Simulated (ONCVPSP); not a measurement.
**Cl: one change to an ONCV potential, before and after**

ONCVPSP 4.0.1 input, shortened (lines: element, Z, core and valence counts, functional; n l f; lmax; l rc ep ncon nbas qcut; lloc lpopt rc5 dvloc0; l nproj debl; icmod fcfact rcfact), BLYP, scalar-relativistic:

```
  Cl 17.00    3    2  -106131      upf
    1    0    2.00
    2    0    2.00
    2    1    6.00
    3    0    2.00
    3    1    3.50
    2
    0    1.05    0.00    3    6    6.60
    1    1.05    0.00    5    9    6.80
    2    1.10    0.09    4    8    8.20
    0    5    1.05    0.00
    0    0    2.40
    1    2    3.50
    2    2    0.70
    3    5.50    1.75
```

Change: s: nproj 1; local potential polynomial inside 0.80 bohr (lpopt 1, dvloc0 3 Ha).

Cutoffs: the cutoffs (Ha) at which the residual kinetic energy of the hardest occupied pseudo-wave falls to 1 and 0.1 mHa per electron; they do not see the model core or the augmentation charge, which bear on the density cutoff. Errors are all-electron minus pseudo energies relative to the spin-unpolarised reference configuration.

Q: What does the change do?

A: The potential gets neither clearly harder nor softer (208 Ha and 242 Ha → 208 Ha and 242 Ha); both files keep a bound ghost (p); the lowest positive-energy flag moves from none to s at 49.0 eV; of the 4 tests that both files solve, the error grows in 0 and shrinks in 2 by more than 15 % and 0.3 meV (median size 12.4 → 9.7 meV); the range in which the s phases agree narrows (upper end 4.4 → -0.1).

```tsv
quantity	base	changed
cutoff, loose	208 Ha	208 Ha
cutoff, tight	242 Ha	242 Ha
bound ghosts	p	p
GHOST(+) flags under 300 eV	none	s at 49.0 eV
error for 3s2 3p5, meV [ΔE -24.85 eV]	-21	-15
error for 3s2 3p4, meV [ΔE -11.12 eV]	-3.0	-1.9
error for 3s2 3p3, meV [ΔE 14.18 eV]	-4.6	-4.2
error for 3s1 3p6, meV [ΔE -12.70 eV]	-20	-17
s: phases at 1.07 bohr within 0.05 rad from the reference energy up to (Ha; the scan ends near 5)	4.4	-0.1
p: phases at 1.07 bohr within 0.05 rad from the reference energy up to (Ha; the scan ends near 5)	to the end of the scan	to the end of the scan
d: phases at 1.12 bohr within 0.05 rad from the reference energy up to (Ha; the scan ends near 5)	to the end of the scan	to the end of the scan
rms error of d²Exc/dni dnj with the model core, mHa	4.85	4.85
```

 A true bound ghost makes a file unfit for plane-wave use even where its test errors are small: the radial tests pick states by their node count and pass the ghost by.
